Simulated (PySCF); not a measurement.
Caution: the restricted solution is unstable towards spin-unrestricted or complex orbitals, so a lower solution exists and this singlet may not be the ground state. This singlet lies 0.21 eV below the relaxed quintet at the level B3LYP-D3(BJ)/def2-TZVP // r2SCAN-D4/def2-SVP (PySCF).

```xyz
20

Co     0.0684     0.0154     0.0064
O      1.1479    -1.5705     0.1231
H      1.7640    -1.8382     0.8370
H      0.8412    -2.3884    -0.3231
O      0.9057     0.3702    -1.6824
H      1.7470    -0.0554    -1.9532
H      0.8466     1.2445    -2.1235
O     -0.9953     1.5907    -0.2752
H     -1.8202     1.5147    -0.8006
H     -1.0817     2.3814     0.2978
O     -1.2592    -1.0028    -1.0204
H     -2.0336    -1.5055    -0.6967
H     -1.2118    -1.1046    -1.9933
O     -0.8226    -0.3793     1.6656
H     -0.7738    -1.2471     2.1180
H     -1.6514     0.0559     1.9552
N      1.4052     1.0420     0.9699
H      2.3629     0.6753     0.8474
H      1.2192     1.0536     1.9864
H      1.4561     2.0275     0.6654
```

Charge 3, multiplicity 1.

Give the Mulliken and meta-Löwdin atomic charges from TPSSh-D3(BJ)/def2-TZVP // r2SCAN-D4/def2-SVP (PySCF).


```csv
atom,Mulliken (e),meta-Löwdin (e)
Co1,0.37,1.31
O2,-0.48,-0.59
H3,0.44,0.42
H4,0.44,0.42
O5,-0.45,-0.58
H6,0.44,0.42
H7,0.44,0.42
O8,-0.48,-0.59
H9,0.44,0.42
H10,0.43,0.42
O11,-0.52,-0.63
H12,0.43,0.42
H13,0.44,0.42
O14,-0.47,-0.59
H15,0.43,0.42
H16,0.43,0.42
N17,-0.37,-0.46
H18,0.35,0.30
H19,0.36,0.31
H20,0.35,0.30
```
